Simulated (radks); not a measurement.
Values are calculated unless marked as measured or tabulated.
Species: the neodymium ion Nd5+. Configuration: [Kr] 4d10 4f2 5s2 5p5.

Code: a radial shooting solver on a logarithmic mesh with Libxc functionals. Model: non-relativistic Kohn-Sham, PBE, spin-polarised, spherical densities, point nucleus; open shells are filled with parallel spins first (spin-orbit coupling, left out, can overturn this in heavy ions); relativity is left out, which matters for an element this heavy.

Energy parts (eV):
part                      energy
total                 -252543.14
kinetic                252466.49
electron-nucleus      -594844.23
Hartree                 95603.45
exchange-correlation    -5768.85

Orbitals (lengths in bohr, moments of r in powers of bohr):
| orbital | occ. | eigenvalue (eV) | <r^4> | <1/r> |
|---|---|---|---|---|
| 1s up | 1 | -41187.88 | 1.849e-06 | 59.46 |
| 1s down | 1 | -41187.80 | 1.849e-06 | 59.46 |
| 2s up | 1 | -6513.209 | 0.0003176 | 13.76 |
| 2s down | 1 | -6513.154 | 0.0003176 | 13.76 |
| 2p up | 3 | -6176.437 | 0.0002039 | 13.78 |
| 2p down | 3 | -6176.361 | 0.0002039 | 13.78 |
| 3s up | 1 | -1465.552 | 0.01226 | 5.135 |
| 3s down | 1 | -1464.620 | 0.01224 | 5.138 |
| 3p up | 3 | -1318.517 | 0.01138 | 5.070 |
| 3p down | 3 | -1317.647 | 0.01136 | 5.072 |
| 3d up | 5 | -1044.594 | 0.008519 | 4.958 |
| 3d down | 5 | -1043.943 | 0.008496 | 4.960 |
| 4s up | 1 | -342.8579 | 0.2998 | 2.189 |
| 4s down | 1 | -340.8542 | 0.2997 | 2.189 |
| 4p up | 3 | -286.8922 | 0.3467 | 2.098 |
| 4p down | 3 | -284.8838 | 0.3465 | 2.098 |
| 4d up | 5 | -188.0617 | 0.4974 | 1.899 |
| 4d down | 5 | -186.0367 | 0.4971 | 1.899 |
| 4f up | 2 | -70.4396 | 1.658 | 1.471 |
| 4f down | 0 | -68.3754 | 1.700 | 1.469 |
| 5s up | 1 | -92.9621 | 7.508 | 0.9170 |
| 5s down | 1 | -91.1409 | 7.688 | 0.9119 |
| 5p up | 3 | -76.1241 | 10.62 | 0.8390 |
| 5p down | 2 | -74.4533 | 10.97 | 0.8321 |
| 5d up | 0 | -49.7477 | 24.85 | 0.6771 |
| 5d down | 0 | -48.4871 | 26.32 | 0.6664 |
| 6s up | 0 | -38.5172 | 117.2 | 0.4500 |
| 6s down | 0 | -37.9804 | 121.3 | 0.4460 |

The highest occupied level is 4f up at -70.440 eV. Virial ratio -V/T = 2.00030.
